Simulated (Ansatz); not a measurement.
Saddle point of CH₆OSn, singlet (CH₆OSn ([CH3][SnH2][OH]) → CH₄Sn ([CH2][SnH2]) + H₂O; bonds formed: O2–H4; bonds broken: Sn1–O2, C3–H4), PBE0-D4/def2-TZVP structure:

Sn1  (-0.523, 0.127, 0.922)
O2  (1.230, 0.928, -0.245)
C3  (-0.658, -0.749, -0.921)
H4  (0.739, 0.218, -0.907)
H5  (-1.192, 1.627, 1.380)
H6  (0.339, -0.550, 2.237)
H7  (2.140, 0.675, -0.055)
H8  (-1.524, -0.443, -1.508)
H9  (-0.551, -1.833, -0.903)
(Å)

Energies are electronic, without zero-point energy. Barriers and step energies count from the start structure reached by relaxing down the imaginary mode; all methods use the PBE0-D4 structures, on which another method's saddle can fall below an end. Ansatz 0.2.0; basis: def2-TZVPP, with def2-QZVPP for the basis limit; cores frozen in the correlated methods. Filled d shells of the heavier atoms are correlated. Core potentials replace the inner electrons of the atoms past krypton. The def2 sets are not built for correlating such inner shells, so the correlated values are less sure here. B3LYP uses VWN-RPA correlation. Extrapolation: Hartree–Fock as exp(−7.88 √X), correlation as X^−2.97.

```json
{"method": "SPW92", "barrier (eV)": "?", "step energy (eV)": "2.054"}
{"method": "PBE-D4", "barrier (eV)": "2.146", "step energy (eV)": "2.094"}
{"method": "BLYP-D4", "barrier (eV)": "?", "step energy (eV)": "2.085"}
{"method": "r2SCAN-D4", "barrier (eV)": "2.335", "step energy (eV)": "2.285"}
{"method": "B97M-V", "barrier (eV)": "2.454", "step energy (eV)": "2.322"}
{"method": "PBE0-D4", "barrier (eV)": "2.369", "step energy (eV)": "2.284"}
{"method": "B3LYP-D4", "barrier (eV)": "2.391", "step energy (eV)": "2.245"}
{"method": "r2SCAN0-D4", "barrier (eV)": "2.465", "step energy (eV)": "2.382"}
{"method": "BHLYP-D4", "barrier (eV)": "2.641", "step energy (eV)": "2.457"}
{"method": "CAM-B3LYP-D4", "barrier (eV)": "2.512", "step energy (eV)": "2.394"}
{"method": "wB97X-V", "barrier (eV)": "2.586", "step energy (eV)": "2.481"}
{"method": "wB97M-V", "barrier (eV)": "2.468", "step energy (eV)": "2.341"}
{"method": "B2PLYP", "barrier (eV)": "2.438", "step energy (eV)": "2.281"}
{"method": "PBE-QIDH", "barrier (eV)": "2.506", "step energy (eV)": "2.393"}
{"method": "RPA on PBE", "barrier (eV)": "?", "step energy (eV)": "2.268"}
{"method": "HF", "barrier (eV)": "3.051", "step energy (eV)": "2.717"}
{"method": "MP2", "barrier (eV)": "2.431", "step energy (eV)": "2.289"}
{"method": "CCSD", "barrier (eV)": "2.583", "step energy (eV)": "2.375"}
{"method": "CCSD(T)", "barrier (eV)": "2.462", "step energy (eV)": "2.273"}
```

(1) Fill in the withheld barriers. (Judge from chemistry; the value comes from the calculation.)

The T1 diagnostic stays at or below 0.017. The restricted Hartree–Fock reference is unstable towards an unrestricted one at one or more of these structures.

Answers

(1) The calculation gives: BLYP-D4 2.215; SPW92 1.962; RPA on PBE 2.439 eV. Each is the energy of the saddle less that of the start structure, by the same method.

For comparison, the barrier by CCSD(T) at an estimated basis limit (MP2 extrapolated from triple and quadruple zeta, plus CCSD(T) − MP2 in triple zeta) is 2.462 eV.

Labels in which every atom is bracketed show which atoms are joined, not bond orders.

For scale, one of the runs: CCSD(T)/def2-TZVPP, 196 basis functions, launched by `ansatz run in.yaml --threads 4 --pin off --events-out ev --progress --plain --max-ram 9574MiB`. Time: 64 s of wall clock on 4 CPU threads of an Arm Neoverse V2; the host was shared. Peak host memory: 2.6 GiB.
